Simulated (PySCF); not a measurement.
C₅H₁₅AlSi, singlet, at a GFN2-xTB geometry (such geometries of metal compounds can be far from the true shape), with bond 19-6 at 1.4 times its length; SA2-CASSCF(6,6)/STO-3G in PySCF.

The PySCF input:
```python
from pyscf import gto, scf, mcscf
import numpy

mol = gto.Mole()
mol.atom = '''
    Si    2.560969   -0.594745   -0.188026
    C     3.911085    0.670717    0.234872
    C     0.835645    0.154404    0.091783
    C    -0.294849   -0.846597   -0.224592
    Al   -2.084107    0.040512    0.003742
    C    -2.176477    2.014296    0.290269
    C    -3.758671   -1.040001   -0.064378
    H     2.691213   -0.999970   -1.596684
    H     2.720549   -1.784268    0.663386
    H     3.860993    0.976806    1.275709
    H     3.826509    1.565532   -0.374747
    H     4.897487    0.251059    0.064703
    H     0.706194    1.047050   -0.527312
    H     0.732189    0.492391    1.126872
    H    -0.152437   -1.231904   -1.244072
    H    -0.182384   -1.729870    0.419206
    H    -1.837739    2.592319   -0.576101
    H    -1.579655    2.364657    1.138685
    H    -3.623230    2.446782    0.560834
    H    -4.469315   -0.648905   -0.800416
    H    -4.291373   -1.048709    0.892536
    H    -3.572935   -2.086545   -0.329307
'''
mol.basis = 'sto-3g'
mol.charge = 0
mol.spin = 0
mol.verbose = 4
mol.build()

mf = scf.RHF(mol)
mf.kernel()
mc = mcscf.CASSCF(mf, 6, 6)
mc.fix_spin_(ss=0.0)
mc = mc.state_average_([0.5, 0.5])
mc.kernel()
```

Output, abridged:

```
PySCF version 2.14.0

[INPUT] verbose = 4
[INPUT] num. atoms = 22
[INPUT] num. electrons = 72
[INPUT] charge = 0
[INPUT] spin (= nelec alpha-beta = 2S) = 0
[INPUT] symmetry False subgroup None
[INPUT] Mole.unit = angstrom
[INPUT] Symbol           X                Y                Z      unit          X                Y                Z       unit  Magmom
[...]
nuclear repulsion = 401.94704987713
number of shells = 40
number of NR pGTOs = 174
number of NR cGTOs = 58
basis = sto-3g
ecp = {}

******** <class 'pyscf.scf.hf.RHF'> ********
method = RHF
initial guess = minao
damping factor = 0
level_shift factor = 0
DIIS = <class 'pyscf.scf.diis.CDIIS'>
diis_start_cycle = 1
diis_space = 8
diis_damp = 0
SCF conv_tol = 1e-09
SCF conv_tol_grad = None
SCF max_cycles = 50
direct_scf = True
direct_scf_tol = 1e-13
Set gradient conv threshold to 3.16228e-05
Initial guess from minao.
init E= -720.102525222881
[...]
cycle= 1 E= -720.330369972817  delta_E= -0.228  |g|= 0.322  |ddm|= 5.12
[...]
cycle= 2 E= -720.375523221506  delta_E= -0.0452  |g|= 0.0782  |ddm|= 0.621
[...]
cycle= 3 E= -720.378736411554  delta_E= -0.00321  |g|= 0.0242  |ddm|= 0.167
[...]
cycle= 4 E= -720.37900017375  delta_E= -0.000264  |g|= 0.00259  |ddm|= 0.0534
[...]
cycle= 5 E= -720.37900345723  delta_E= -3.28e-06  |g|= 0.000801  |ddm|= 0.0049
[...]
cycle= 6 E= -720.379003865356  delta_E= -4.08e-07  |g|= 0.000188  |ddm|= 0.00174
[...]
cycle= 7 E= -720.379003898704  delta_E= -3.33e-08  |g|= 4.64e-05  |ddm|= 0.000529
[...]
cycle= 8 E= -720.379003900806  delta_E= -2.1e-09  |g|= 8.71e-06  |ddm|= 0.000145
[...]
cycle= 9 E= -720.37900390085  delta_E= -4.34e-11  |g|= 1.94e-06  |ddm|= 1.94e-05
[...]
Extra cycle  E= -720.379003900856  delta_E= -6.59e-12  |g|= 6.72e-07  |ddm|= 3.68e-06
converged SCF energy = -720.379003900856

******** <class 'pyscf.mcscf.addons.StateAverageCASSCF'> ********
CAS (3e+3e, 6o), ncore = 33, nvir = 19
max_cycle_macro = 50
max_cycle_micro = 4
conv_tol = 1e-07
conv_tol_grad = None
orbital rotation max_stepsize = 0.02
orbital rotation threshold for CI restart = 0.01
augmented hessian ah_max_cycle = 30
augmented hessian ah_conv_tol = 1e-12
augmented hessian ah_linear dependence = 1e-14
augmented hessian ah_level shift = 1e-08
augmented hessian ah_start_tol = 2.5
augmented hessian ah_start_cycle = 3
augmented hessian ah_grad_trust_region = 3
kf_trust_region = 3
kf_interval = 4
ci_response_space = 4
ci_grad_trust_region = 3
with_dep4 0
natorb = False
canonicalization = True
sorting_mo_energy = False
ao2mo_level = 2
internal_rotation = False
******** <class 'pyscf.mcscf.addons.StateAverageSpinPenaltyFCISolver'> ********
max. cycles = 50
conv_tol = 1e-08
davidson only = True
linear dependence = 1e-12
level shift = 0.001
max iter space = 12
nroots = 2
pspace_size = 400
spin = None
State-average over 2 states with weights [0.5, 0.5]
CASCI E = -720.229583984113  S^2 = 0.0000000
Set conv_tol_grad to 0.000316228
macro iter   1 ( 21 JK    4 micro), CASSCF E = -720.257855863626  dE = -2.82718795e-02  S^2 = 0.0000000
               |grad[o]|=0.116  |ddm|=0.0764  |maxRot[o]|=0.171
macro iter   2 ( 21 JK    4 micro), CASSCF E = -720.272316827200  dE = -1.44609636e-02  S^2 = 0.0000000
               |grad[o]|=0.0495  |ddm|=0.0231  |maxRot[o]|=0.152
macro iter   3 ( 21 JK    4 micro), CASSCF E = -720.278393219968  dE = -6.07639277e-03  S^2 = 0.0000000
               |grad[o]|=0.0256  |ddm|=0.0128  |maxRot[o]|=0.132
macro iter   4 ( 20 JK    4 micro), CASSCF E = -720.278867052722  dE = -4.73832755e-04  S^2 = 0.0000000
               |grad[o]|=0.0091  |ddm|=0.00915  |maxRot[o]|=0.0581
macro iter   5 ( 20 JK    4 micro), CASSCF E = -720.279068978495  dE = -2.01925773e-04  S^2 = 0.0000000
               |grad[o]|=0.00742  |ddm|=0.00561  |maxRot[o]|=0.0341
macro iter   6 ( 21 JK    4 micro), CASSCF E = -720.278982537814  dE =  8.64406813e-05  S^2 = 0.0000000
               |grad[o]|=0.0066  |ddm|=0.00511  |maxRot[o]|=0.0272
macro iter   7 ( 18 JK    4 micro), CASSCF E = -720.279653493404  dE = -6.70955590e-04  S^2 = 0.0000000
               |grad[o]|=0.00687  |ddm|=0.00357  |maxRot[o]|=0.0403
macro iter   8 ( 18 JK    4 micro), CASSCF E = -720.280452628632  dE = -7.99135228e-04  S^2 = 0.0000000
               |grad[o]|=0.00501  |ddm|=0.00859  |maxRot[o]|=0.0798
macro iter   9 ( 14 JK    4 micro), CASSCF E = -720.280731386624  dE = -2.78757992e-04  S^2 = 0.0000000
               |grad[o]|=0.00217  |ddm|=0.0233  |maxRot[o]|=0.0618
macro iter  10 ( 12 JK    4 micro), CASSCF E = -720.280907838175  dE = -1.76451551e-04  S^2 = 0.0000000
               |grad[o]|=0.00197  |ddm|=0.0229  |maxRot[o]|=0.0908
macro iter  11 ( 12 JK    4 micro), CASSCF E = -720.280987976299  dE = -8.01381236e-05  S^2 = 0.0000000
               |grad[o]|=0.00248  |ddm|=0.0138  |maxRot[o]|=0.0534
macro iter  12 ( 14 JK    4 micro), CASSCF E = -720.281011418306  dE = -2.34420077e-05  S^2 = 0.0000000
               |grad[o]|=0.00154  |ddm|=0.0119  |maxRot[o]|=0.0986
macro iter  13 ( 15 JK    4 micro), CASSCF E = -720.281063721406  dE = -5.23030994e-05  S^2 = 0.0000000
               |grad[o]|=0.00266  |ddm|=0.0113  |maxRot[o]|=0.114
macro iter  14 ( 12 JK    4 micro), CASSCF E = -720.281108544944  dE = -4.48235380e-05  S^2 = 0.0000000
               |grad[o]|=0.0021  |ddm|=0.00876  |maxRot[o]|=0.068
macro iter  15 ( 16 JK    4 micro), CASSCF E = -720.281141384620  dE = -3.28396760e-05  S^2 = 0.0000000
               |grad[o]|=0.000948  |ddm|=0.00302  |maxRot[o]|=0.0715
macro iter  16 ( 16 JK    4 micro), CASSCF E = -720.281200565722  dE = -5.91811023e-05  S^2 = 0.0000000
               |grad[o]|=0.0011  |ddm|=0.00591  |maxRot[o]|=0.0498
macro iter  17 (  6 JK    2 micro), CASSCF E = -720.281252592179  dE = -5.20264566e-05  S^2 = 0.0000000
               |grad[o]|=0.000738  |ddm|=0.00581  |maxRot[o]|=0.0499
macro iter  18 (  6 JK    2 micro), CASSCF E = -720.281311740821  dE = -5.91486427e-05  S^2 = 0.0000000
               |grad[o]|=0.00089  |ddm|=0.00749  |maxRot[o]|=0.0499
[...]
               |grad[o]|=0.00134  |ddm|=0.00913  |maxRot[o]|=0.0499
macro iter  20 ( 14 JK    4 micro), CASSCF E = -720.281259857720  dE =  1.22307273e-04  S^2 = 0.0000000
               |grad[o]|=0.00178  |ddm|=0.00805  |maxRot[o]|=0.0889
macro iter  21 ( 20 JK    4 micro), CASSCF E = -720.281328795931  dE = -6.89382111e-05  S^2 = 0.0000000
               |grad[o]|=0.00178  |ddm|=0.000629  |maxRot[o]|=0.0407
macro iter  22 (  7 JK    2 micro), CASSCF E = -720.281383192361  dE = -5.43964297e-05  S^2 = 0.0000000
               |grad[o]|=0.00063  |ddm|=0.0051  |maxRot[o]|=0.0383
macro iter  23 ( 17 JK    4 micro), CASSCF E = -720.281390387034  dE = -7.19467278e-06  S^2 = 0.0000000
               |grad[o]|=0.00101  |ddm|=0.0056  |maxRot[o]|=0.00992
macro iter  24 (  7 JK    2 micro), CASSCF E = -720.281481131805  dE = -9.07447718e-05  S^2 = 0.0000000
               |grad[o]|=0.000749  |ddm|=0.0089  |maxRot[o]|=0.0601
macro iter  25 ( 18 JK    4 micro), CASSCF E = -720.281249975445  dE =  2.31156360e-04  S^2 = 0.0000000
               |grad[o]|=0.00156  |ddm|=0.00336  |maxRot[o]|=0.124
macro iter  26 ( 21 JK    4 micro), CASSCF E = -720.281356355405  dE = -1.06379959e-04  S^2 = 0.0000000
               |grad[o]|=0.00287  |ddm|=0.000337  |maxRot[o]|=0.0445
macro iter  27 ( 21 JK    4 micro), CASSCF E = -720.281357158439  dE = -8.03034482e-07  S^2 = 0.0000000
               |grad[o]|=0.00088  |ddm|=0.0052  |maxRot[o]|=0.00136
macro iter  28 (  7 JK    2 micro), CASSCF E = -720.281437149510  dE = -7.99910712e-05  S^2 = 0.0000000
               |grad[o]|=0.000911  |ddm|=0.00687  |maxRot[o]|=0.0508
macro iter  29 (  6 JK    2 micro), CASSCF E = -720.281501083972  dE = -6.39344614e-05  S^2 = 0.0000000
               |grad[o]|=0.00105  |ddm|=0.00775  |maxRot[o]|=0.0426
macro iter  30 ( 16 JK    4 micro), CASSCF E = -720.281328067751  dE =  1.73016221e-04  S^2 = 0.0000000
               |grad[o]|=0.00181  |ddm|=0.00176  |maxRot[o]|=0.0976
macro iter  31 ( 21 JK    4 micro), CASSCF E = -720.281424660878  dE = -9.65931275e-05  S^2 = 0.0000000
               |grad[o]|=0.00223  |ddm|=0.000856  |maxRot[o]|=0.0443
macro iter  32 ( 21 JK    4 micro), CASSCF E = -720.281425478201  dE = -8.17322189e-07  S^2 = 0.0000000
               |grad[o]|=0.000692  |ddm|=0.00626  |maxRot[o]|=0.00297
macro iter  33 (  7 JK    2 micro), CASSCF E = -720.281508432485  dE = -8.29542843e-05  S^2 = 0.0000000
               |grad[o]|=0.000876  |ddm|=0.0072  |maxRot[o]|=0.0507
macro iter  34 ( 16 JK    4 micro), CASSCF E = -720.281487164510  dE =  2.12679745e-05  S^2 = 0.0000000
               |grad[o]|=0.00129  |ddm|=0.00817  |maxRot[o]|=0.017
macro iter  35 ( 21 JK    4 micro), CASSCF E = -720.281565071263  dE = -7.79067523e-05  S^2 = 0.0000000
               |grad[o]|=0.00136  |ddm|=0.00285  |maxRot[o]|=0.0409
macro iter  36 ( 21 JK    4 micro), CASSCF E = -720.281570142655  dE = -5.07139225e-06  S^2 = 0.0000000
               |grad[o]|=0.000798  |ddm|=0.00818  |maxRot[o]|=0.00816
macro iter  37 ( 16 JK    4 micro), CASSCF E = -720.281611774153  dE = -4.16314979e-05  S^2 = 0.0000000
               |grad[o]|=0.000929  |ddm|=0.00381  |maxRot[o]|=0.0214
macro iter  38 (  6 JK    2 micro), CASSCF E = -720.281667209252  dE = -5.54350997e-05  S^2 = 0.0000000
               |grad[o]|=0.000694  |ddm|=0.00636  |maxRot[o]|=0.0394
macro iter  39 ( 10 JK    4 micro), CASSCF E = -720.281718630354  dE = -5.14211017e-05  S^2 = 0.0000000
               |grad[o]|=0.00154  |ddm|=0.0112  |maxRot[o]|=0.0224
macro iter  40 ( 12 JK    4 micro), CASSCF E = -720.281752350435  dE = -3.37200809e-05  S^2 = 0.0000000
               |grad[o]|=0.0006  |ddm|=0.00801  |maxRot[o]|=0.0187
macro iter  41 ( 11 JK    4 micro), CASSCF E = -720.281781145898  dE = -2.87954631e-05  S^2 = 0.0000000
               |grad[o]|=0.000521  |ddm|=0.0066  |maxRot[o]|=0.021
macro iter  42 ( 10 JK    4 micro), CASSCF E = -720.281798455889  dE = -1.73099904e-05  S^2 = 0.0000000
               |grad[o]|=0.000519  |ddm|=0.00569  |maxRot[o]|=0.0159
macro iter  43 (  9 JK    4 micro), CASSCF E = -720.281807613662  dE = -9.15777355e-06  S^2 = 0.0000000
               |grad[o]|=0.000431  |ddm|=0.00403  |maxRot[o]|=0.0106
macro iter  44 (  9 JK    4 micro), CASSCF E = -720.281812624177  dE = -5.01051500e-06  S^2 = 0.0000000
               |grad[o]|=0.000366  |ddm|=0.00258  |maxRot[o]|=0.0083
macro iter  45 (  3 JK    1 micro), CASSCF E = -720.281813513379  dE = -8.89201601e-07  S^2 = 0.0000000
               |grad[o]|=0.000296  |ddm|=0.00066  |maxRot[o]|=0.00174
macro iter  46 (  3 JK    1 micro), CASSCF E = -720.281814261724  dE = -7.48345769e-07  S^2 = 0.0000000
               |grad[o]|=0.000227  |ddm|=0.000574  |maxRot[o]|=0.00161
macro iter  47 (  3 JK    1 micro), CASSCF E = -720.281814916615  dE = -6.54890414e-07  S^2 = 0.0000000
               |grad[o]|=0.000231  |ddm|=0.000513  |maxRot[o]|=0.00151
macro iter  48 (  3 JK    1 micro), CASSCF E = -720.281815488387  dE = -5.71771807e-07  S^2 = 0.0000000
               |grad[o]|=0.000181  |ddm|=0.000479  |maxRot[o]|=0.00144
macro iter  49 (  3 JK    1 micro), CASSCF E = -720.281815991331  dE = -5.02943863e-07  S^2 = 0.0000000
               |grad[o]|=0.000205  |ddm|=0.000435  |maxRot[o]|=0.00133
macro iter  50 (  3 JK    1 micro), CASSCF E = -720.281816425510  dE = -4.34179697e-07  S^2 = 0.0000000
               |grad[o]|=0.000156  |ddm|=0.000421  |maxRot[o]|=0.00127
1-step CASSCF not converged,  50 macro (651 JK 164 micro) steps
CASSCF canonicalization
Density matrix diagonal elements [1.91305638 1.93111312 1.52725578 0.50106575 0.06576636 0.06174261]
CASSCF energy = -720.281816425510
CASCI E = -720.281816425510  E(CI) = -6.74682953997899  S^2 = 0.0000000
CASCI state-averaged energy = -720.28181642551
CASCI energy for each state
  State 0 weight 0.5  E = -720.42674870396 S^2 = 0.0000000
  State 1 weight 0.5  E = -720.136884147061 S^2 = 0.0000000
```

Convergence was not reached.
